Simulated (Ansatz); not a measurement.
Geometry optimisation, Ansatz 0.2.0, RKS LDA/def2-SVP.

The input (input.yaml):

```yaml
crystal:
  periodic: [false, false, false]
  atoms:
    - { symbol: Si, position_ang: [0.0, 0.0, 0.0] }
    - { symbol: H, position_ang: [0.0, 0.0, 1.46] }
    - { symbol: F, position_ang: [1.4994, 0.0, -0.5295] }
    - { symbol: O, position_ang: [-0.7913, 1.3709, -0.5594] }
    - { symbol: H, position_ang: [-1.7491, 1.1401, -0.7818] }
    - { symbol: F, position_ang: [-0.7489, -1.2974, -0.5295] }
basis:
  gaussian: { orbitals: def2-SVP }
hamiltonian:
  xc: lda
relax:
  f_tol: 0.02
  max_steps: 40
```

Launched with:

```bash
$ ansatz run input.yaml --threads 1 --pin off --max-ram 2048MiB --backend cpu --events-out ev --progress --plain --runs-dir out
```

Question: Where does it end, and by what steps?

Answer: The forces met the threshold. After 10 steps the energy has fallen by 0.168 eV; H5 moved furthest, 0.61 Å.

```json
{"step": "0", "energy less start (eV)": "0.0000", "largest force component (eV/Å)": "1.780", "accepted": "yes"}
{"step": "1", "energy less start (eV)": "-0.0728", "largest force component (eV/Å)": "1.089", "accepted": "yes"}
{"step": "2", "energy less start (eV)": "-0.1001", "largest force component (eV/Å)": "0.147", "accepted": "yes"}
{"step": "3", "energy less start (eV)": "-0.1081", "largest force component (eV/Å)": "0.317", "accepted": "yes"}
{"step": "4", "energy less start (eV)": "-0.1129", "largest force component (eV/Å)": "0.342", "accepted": "yes"}
{"step": "5", "energy less start (eV)": "-0.1183", "largest force component (eV/Å)": "0.421", "accepted": "yes"}
{"step": "6", "energy less start (eV)": "-0.1227", "largest force component (eV/Å)": "0.706", "accepted": "yes"}
{"step": "7", "energy less start (eV)": "-0.1610", "largest force component (eV/Å)": "0.230", "accepted": "yes"}
{"step": "8", "energy less start (eV)": "-0.1674", "largest force component (eV/Å)": "0.049", "accepted": "yes"}
{"step": "9", "energy less start (eV)": "-0.1679", "largest force component (eV/Å)": "0.035", "accepted": "yes"}
{"step": "10", "energy less start (eV)": "-0.1680", "largest force component (eV/Å)": "0.003", "accepted": "yes"}
```

```xyz
6
Properties=species:S:1:pos:R:3
Si -0.087 -0.024 0.084
H 0.153 -0.048 1.545
F 1.299 0.119 -0.718
O -1.089 1.214 -0.257
H -1.357 1.374 -1.180
F -0.709 -1.421 -0.414
```

The run took 14 s on 1 thread of Arm Neoverse V1 (shared host), peak memory 0.13 GiB.
